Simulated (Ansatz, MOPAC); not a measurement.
Molecule: BiF2, net charge 1, singlet state. SMILES of the parent species: [F][Bi][F]

Atoms: Bi1, F2, F3. Bonds: Bi1-F2, Bi1-F3.

Bond lengths (Å) and angles (degrees) optimised at PM7 with MOPAC; MNDO with MOPAC; B3LYP/LANL2DZ with Ansatz (a first-principles code); MP2/6-31G* with LANL2DZ past Ar with Ansatz, each started from the B3LYP-D3(BJ)/def2-TZVP structure (Ansatz) of the last column. A row stands for all coordinates that are equal there. 6-31G* holds six Cartesian d functions. No wavenumbers were computed at PM7, MNDO, B3LYP/LANL2DZ, MP2/6-31G* with LANL2DZ past Ar, so these may be saddle points.

| coordinate | PM7 | MNDO | B3LYP/LANL2DZ | MP2/6-31G* with LANL2DZ past Ar | B3LYP-D3(BJ)/def2-TZVP |
|---|---|---|---|---|---|
| Bi1-F2 | 1.606 | 1.672 | 1.948 | 1.882 | 1.951 |
| F2-Bi1-F3 | 180.0 | 160.0 | 96.3 | 96.8 | 95.6 |

Mean signed difference of all 2 bond lengths from B3LYP-D3(BJ)/def2-TZVP: PM7 -0.345 Å, MNDO -0.279 Å, B3LYP/LANL2DZ -0.003 Å, MP2/6-31G* with LANL2DZ past Ar -0.069 Å.
